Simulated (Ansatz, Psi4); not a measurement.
Input for Ansatz (a program for electronic structure):
Ansatz 0.2 input:
```yaml
crystal:
  periodic: [false, false, false]
  atoms:
    - {symbol: Cu, position_ang: [-0.00000000, -0.00000000, -0.04747396]}
    - {symbol: H, position_ang: [0.00000000, 0.00000000, 1.37674489]}
basis:
  gaussian:
    orbitals: cc-pVDZ
hamiltonian:
  xc: cam_b3lyp
accuracy: high
```

Task: Write the same job for Psi4.

Result: Several could match; the one computed here: 
```
memory 2 GB

molecule {
0 1
  Cu   -0.00000000   -0.00000000   -0.04747396
  H     0.00000000    0.00000000    1.37674489
}

set basis cc-pvdz
set scf_type pk
set puream true
set d_convergence 1e-8
set dft_radial_points 99
set dft_spherical_points 590

energy('cam-b3lyp')
print_variables()
```

Both were run: Ansatz gave -1641.225155 Eh and Psi4 -1641.225155 Eh, 0.000 mEh apart.
